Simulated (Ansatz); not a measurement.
Consider the ligand exchange at the Si–Cl bond: silicon tetrachloride + silanol → `[SiH3]O[Si](Cl)(Cl)Cl` + HCl.

Isolated molecules relaxed with PBE0-D4/def2-TZVP in Ansatz; ΔE leaves out vibrations. CBS: MP2 limit from def2 TZ/QZ plus the TZ coupled-cluster correction, frozen cores. This one scheme is used for every species. DFT in def2-TZVPP. B3LYP here is the variant with VWN-RPA as its local correlation; programs differ in this. One conformer a species, not always the lowest.

```
             level  ΔE (kcal/mol)  difference from CCSD(T)/CBS
            PBE-D4           -6.1                          3.2
         r2SCAN-D4           -8.2                          1.1
           PBE0-D4           -7.4                          1.9
          B3LYP-D4           -9.8                         -0.5
           ωB97X-V           -8.9                          0.4
           ωB97M-V           -8.5                          0.8
            B2PLYP           -9.1                          0.2
               PBE           -5.3                          4.0
            r2SCAN           -7.9                          1.4
              PBE0           -6.6                          2.7
             B3LYP           -8.6                          0.7
     HF/def2-TZVPP          -12.5                         -3.2
    MP2/def2-TZVPP           -8.9                          0.4
SCS-MP2/def2-TZVPP           -9.9                         -0.6
   CCSD/def2-TZVPP          -10.9                         -1.6
CCSD(T)/def2-TZVPP          -10.3                         -1.0
     HF/def2-QZVPP          -12.9                         -3.6
    MP2/def2-QZVPP           -8.5                          0.8
SCS-MP2/def2-QZVPP           -9.5                         -0.2
      HF/CBS(def2)          -13.0                         -3.7
     MP2/CBS(def2)           -7.9                          1.4
    CCSD/CBS(def2)           -9.9                         -0.6
       CCSD(T)/CBS           -9.3                            0
```

Largest T1 diagnostic among the species: 0.011.

From PBE to PBE0 (25 % exact exchange), in def2-TZVPP and without D4, ΔE moves by −1.3 kcal/mol. The D4 term adds −1.2 kcal/mol with B3LYP and −0.8 kcal/mol with PBE0; it sums over pairs of atoms, weighted by their polarisabilities, and B3LYP, whose exchange is more repulsive, gets the larger term. In def2-TZVPP, CCSD(T) changes the Hartree–Fock value by +2.1 kcal/mol (the triples alone add +0.6 kcal/mol) and MP2 by +3.5 kcal/mol.
